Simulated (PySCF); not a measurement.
## Correlation energy of Ga⁺ (gallium, charge +1)

[Ar] 3d9 4s2 4p1, one real determinant (an excited configuration). Calculation: PySCF 2.14, in def2-TZVPPD; no relativity, point nucleus. Frozen: [Ne]; 20 electrons correlated.

MP2 pair energies summed by pair of shells (mhartree):

```csv
pair,energy,share (%)
3d-3d,-67.84,27.8
3p-3d,-64.54,26.5
3p-3p,-21.01,8.6
4s-4s,-19.80,8.1
4s-4p,-16.02,6.6
3d-4s,-15.14,6.2
3s-3d,-14.92,6.1
3s-3p,-10.07,4.1
3p-4s,-5.60,2.3
3d-4p,-5.00,2.1
3p-4p,-1.67,0.7
3s-3s,-1.32,0.5
3s-4s,-0.54,0.2
3s-4p,-0.20,0.1
```

Total MP2 correlation energy: -243.65 mhartree.

Same-spin part -73.57 and opposite-spin part -170.08 mhartree; SCS-MP2 scales them by 1/3 and 6/5 to -228.62 mhartree.

The reference is one real determinant that mixes LS terms of this configuration.

This basis was not built for core-valence correlation, so the inner-shell part is incomplete.
